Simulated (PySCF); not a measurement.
## One change at a time: excitation energies

Computed, not measured: TDDFT wB97X-D/def2-SVPD, vertical, gas phase, core orbitals frozen in the response, def2 core potentials past Kr in PySCF. Geometries: PBE0-D3(BJ)/def2-SVP; one conformer of each isolated species. Triplets are in the Tamm–Dancoff approximation. Atoms past krypton carry core potentials; spin–orbit coupling is left out.

Parent: Mo(CH)Cl3 (`[CH]#[Mo]([Cl])([Cl])[Cl]`), with lowest singlet excitation energy 2.78 eV, HOMO–LUMO gap 8.19 eV, lowest triplet energy 2.55 eV, HOMO energy -10.07 eV, S1–T1 gap 0.23 eV, LUMO energy -1.88 eV. Its spectrum: 446 nm (f 0.000); 414 nm (f 0.004); 405 nm (f 0.001 summed over 2 states); 254 nm (f 0.000); 251 nm (f 0.017 summed over 2 states).

**Question.** Order the derivatives by their lowest singlet excitation, lowest first, with the shift from the parent.
A. ligand (all three): Cl to NH2: `[CH]#[Mo]([NH2])([NH2])[NH2]`
B. ligand (all three): Cl to F: `[CH]#[Mo]([F])([F])[F]`
C. ligand (all three): Cl to OH: `[CH]#[Mo]([OH])([OH])[OH]`

**Answer.** B (shift +0.73 eV), C (shift +1.34 eV), A (shift +1.59 eV).

| change | SMILES | Δ S1 (eV) | Δ gap (eV) | Δ T1 (eV) | Δ HOMO (eV) | Δ S1−T1 (eV) | Δ LUMO (eV) |
| --- | --- | --- | --- | --- | --- | --- | --- |
| ligand (all three): Cl to NH2 | [CH]#[Mo]([NH2])([NH2])[NH2] | +1.59 | +1.61 | +1.09 | +1.64 | +0.50 | +3.25 |
| ligand (all three): Cl to OH | [CH]#[Mo]([OH])([OH])[OH] | +1.34 | +1.79 | +0.93 | +0.72 | +0.41 | +2.51 |
| ligand (all three): Cl to F | [CH]#[Mo]([F])([F])[F] | +0.73 | +1.32 | +0.47 | -0.20 | +0.26 | +1.12 |

All changes raise S1, and it rises most with ligand (all three): Cl to NH2 (+1.59 eV). S1 is simply the lowest singlet of each species and needn't be the same kind of state throughout.

Lowest levels of each derivative:
- `[CH]#[Mo]([NH2])([NH2])[NH2]`: 4.37 eV (f 0.000); 4.72 eV (f 0.000 summed over 2 states); 5.19 eV (f 0.000)
- `[CH]#[Mo]([OH])([OH])[OH]`: 4.11 eV (f 0.000); 4.47 eV (f 0.003 summed over 2 states); 4.76 eV (f 0.018)
- `[CH]#[Mo]([F])([F])[F]`: 3.51 eV (f 0.000); 3.89 eV (f 0.001 summed over 2 states); 3.95 eV (f 0.008)
